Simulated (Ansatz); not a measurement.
# Exact exchange and the electronic atomisation energy of C2H5GeN

The species is C2H5GeN (9 atoms), meant as a singlet with charge 0. SMILES: `C1=[N][GeH2][CH2]1`. The shape is that of a PBE0-D4/def2-TZVP optimisation.

The electronic atomisation energy y, in eV, basis def2-SVP; a is the functional's share of exact exchange. Programs: Ansatz 0.2.0.

| functional | program | a | y (eV) |
| --- | --- | --- | --- |
| r2SCAN | Ansatz | 0 | 33.75 |
| PBE | Ansatz | 0 | 34.59 |
| B3LYP | Ansatz | 0.2 | 33.47 |
| PBE0 | Ansatz | 0.25 | ? |
| r2SCAN0 | Ansatz | 0.25 | 33.16 |
| BHLYP | Ansatz | 0.5 | 32.42 |

Question: Fit y = c + s·a to the known rows and predict PBE0.

Answer: 
1. Means of the 5 rows: a = 0.1900, y = 33.478.
2. Σ(Δa)² = 0.172, Σ(Δa·Δy) = -0.6101, so the slope is -0.6101/0.172 = -3.5471.
3. Intercept: 33.478 − (-3.5471) × 0.1900 = 34.152. The largest residual of the fit is 0.44.
4. PBE0: 34.152 + (-3.5471) × 0.25 = 33.27 eV.

The run gave 33.88 eV, so the prediction is off by -0.61 eV, about the largest residual. The rows mix families of semi-local functionals, which the line can't see.
